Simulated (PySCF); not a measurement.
Geometries of 2 isomers of CH4Cl2Si, from PBE0-D3(BJ)/def2-SVP geometry optimisation, gas phase (PySCF). One conformer each, no zero-point energy, no frequencies.

Question: Which is lower in electronic energy at this level?
A.
```xyz
8
angstrom
Cl    -2.002   -1.040    0.192
C     -0.902    0.370    0.075
Si     0.845   -0.312   -0.083
Cl     2.161    1.287   -0.213
H     -1.195    0.970   -0.798
H     -1.027    0.986    0.977
H      0.956   -1.128   -1.321
H      1.182   -1.113    1.122
```
B.
```xyz
8
angstrom
C     -1.005   -0.223   -0.054
Si     0.794    0.169    0.168
Cl     1.928   -1.212   -0.866
Cl     1.194    2.049   -0.586
H     -1.278   -0.187   -1.119
H     -1.222   -1.232    0.330
H     -1.626    0.505    0.492
H      1.234    0.150    1.585
```

Answer: B. That is methyldichlorosilane (`C[SiH](Cl)Cl`), 43.2 kcal/mol below the other.

```
      SMILES       atoms numbered as above       E (Eh)  relative (kcal/mol)  relative (kJ/mol)  dipole (D)
C[SiH](Cl)Cl  [CH3:1][SiH:2]([Cl:3])[Cl:4]  -1249.64308                  0.0                0.0        2.12
 ClC[SiH2]Cl   [Cl:1][CH2:2][SiH2:3][Cl:4]  -1249.57429                 43.2              180.6        0.50
```
